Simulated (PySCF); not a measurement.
SMILES S[CH]C, doublet at its B3LYP/def2-SVP optimised geometry (Å):

```
8

C      0.8459     0.5630     0.5597
C      0.0232    -0.5481     0.0000
S     -1.7221    -0.5481     0.0000
H      0.8081     0.6088     1.6684
H      1.9038     0.4448     0.2753
H      0.5097     1.5497     0.1922
H      0.4461    -1.5497    -0.1179
H     -1.9038     0.7956     0.0000
```

Level of theory: unrestricted B3LYP/def2-TZVP run with PySCF. Cells within 0.4 Å of a nucleus heavier than hydrogen are left out (blank, or x).

Map of the HOMO−1 amplitude (α) (bohr^(-3/2)) on the plane z = 0.0 Å; orbital energy -8.24 eV, overall sign arbitrary:

```
|555555555555555555555555555|
|555555555555555555555555555|
|555555555555555555555555555|
|555555555555555555555555555|
|555555555555555555555555555|
|555555555555556665555555555|
|555555555555566666655555555|
|555555555555667776665555555|
|555555666555668987766555555|
|555556666655567888776655555|
|555556787655556799887665555|
|555556787655444589998765555|
|555555677765322357888665555|
|544444567765300135677655555|
|5444333xx7764xx134566555555|
|4443312xx677xxx344555555555|
|4443210x45789x7555555555555|
|444432113567888655555555555|
|544433233456778765555555555|
|544444344556677765555555555|
|554444444555666655555555555|
|555444445555555555555555555|
|555555555555555555555555555|
|555555555555555555555555555|
|555555555555555555555555555|
|555555555555555555555555555|
|555555555555555555555555555|
```
Scale: ten equal steps from -0.078 (start of '0') to 0.071 (end of '9'), in the order '0123456789'; x runs from -4.00 to 4.00, y from -4.00 (bottom) to 4.00 (top).
